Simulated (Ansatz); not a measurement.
Cartesian coordinates (Å):
```xyz
5

Zn    -0.0115    -0.0407     0.0098
O     -0.9789     0.1684     1.4868
H     -1.3107     1.0807     1.5738
O      1.0803    -0.3300    -1.3634
H      0.6093    -0.7242    -2.1202
```
Charge 0, multiplicity 1.

The numbers are results of frozen-core CCSD(T)/def2-TZVPP // TPSS-D3(BJ)/def2-SVP (Ansatz, a program for electronic structure), not measurements.

HF energy: -1928.78851 Ha
MP2 correlation energy: -1.33426 Ha

Question: Estimate the CCSD correlation energy, the (T) correction, the total energy and the T1 diagnostic.

Answer: 
```yaml
CCSD correlation energy: -1.25044 Ha
"(T) correction": -0.03533 Ha
CCSD(T) total energy: -1930.07429 Ha
T1 diagnostic: 0.017
```
